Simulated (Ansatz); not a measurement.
Two isomers of CH7AlOSi: A = `[CH3][Al]([OH])[SiH3]`, B = `O[CH]([AlH2])[SiH3]`.

Program: Ansatz. Geometries: PBE0-D4/def2-TZVP. ΔE: electronic, gas phase. CCSD(T)/CBS is the MP2 limit (def2-TZVPP, def2-QZVPP) plus CCSD(T) − MP2 in def2-TZVPP, frozen cores. DFT in def2-TZVPP. B3LYP here is the variant with VWN-RPA as its local correlation; programs differ in this. One conformer a species, not always the lowest.

Which is lower in electronic energy at CCSD(T)/CBS, and by how much? (Best estimate.)

Ansatz gave: A, by 67.6 kcal/mol.

Give E(B) − E(A) in kcal/mol with B3LYP-D4, ωB97M-V, PBE0-D4, r2SCAN-D4, CCSD(T)/def2-TZVPP, B2PLYP, CCSD(T)/def2-SVP. (Estimate.)

Ansatz gave: B3LYP-D4 66.2, ωB97M-V 65.0, PBE0-D4 67.0, r2SCAN-D4 68.4, CCSD(T)/def2-TZVPP 67.5, B2PLYP 67.9, CCSD(T)/def2-SVP 64.9. None reverses the order clearly.

Does the order hold for the free energy at 298.15 K (harmonic terms from PBE0-D4)? (Estimate.)

Computed: Yes: G(B) − G(A) = +65.7 kcal/mol, for one conformer each. Modes under 60 cm⁻¹, often nearly free rotors, make the harmonic entropy too high.

Largest T1 diagnostic: 0.013.

In def2-TZVPP, CCSD(T) changes the Hartree–Fock value by +1.1 kcal/mol (the triples alone add −0.2 kcal/mol) and MP2 by +2.0 kcal/mol. At CCSD(T), def2-SVP lies −2.7 kcal/mol from the extrapolated value and def2-TZVPP −0.0 kcal/mol.
